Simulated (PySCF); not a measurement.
## MP2, SCS-MP2 and SOS-MP2 from spin components

System: HCl3Si, singlet, at a GFN2-xTB geometry. Level: MP2/STO-3G run with PySCF. Sums are taken with unrounded values, so a last digit can differ.

The PySCF input:
```python
from pyscf import gto, scf, mp

mol = gto.M(
    atom='''
Si    0.02863441   -0.01627765    0.49106656
Cl   -1.24158057   -1.43679456   -0.14881741
Cl   -0.64009829    1.79232122   -0.07685298
Cl    1.85144867   -0.33834186   -0.29276296
H     0.11303141   -0.06425436    1.93843503
''',
    basis='sto-3g',
    verbose=4,
)

mf = scf.RHF(mol)
mf.kernel()

pt = mp.MP2(mf)
pt.kernel()
print('E(MP2) = %.10f' % pt.e_tot)
```

It gave an SCF energy of -1650.075193 Eh, a same-spin correlation energy of -0.007137 Eh and an opposite-spin one of -0.043533 Eh.

**Question.** Work out the MP2, SCS-MP2 (6/5 and 1/3) and SOS-MP2 (1.3 and 0) correlation and total energies.

**Answer.** MP2: -0.043533 + (-0.007137) = -0.050670 Eh, total -1650.125863 Eh, as the program printed. SCS-MP2: 1.2 × (-0.043533) + (-0.007137)/3 = -0.054619 Eh, total -1650.129811 Eh. SOS-MP2: 1.3 × (-0.043533) = -0.056593 Eh, total -1650.131785 Eh. Opposite spins carry 86 % of the MP2 correlation; same-spin pairs are already kept apart by exchange.
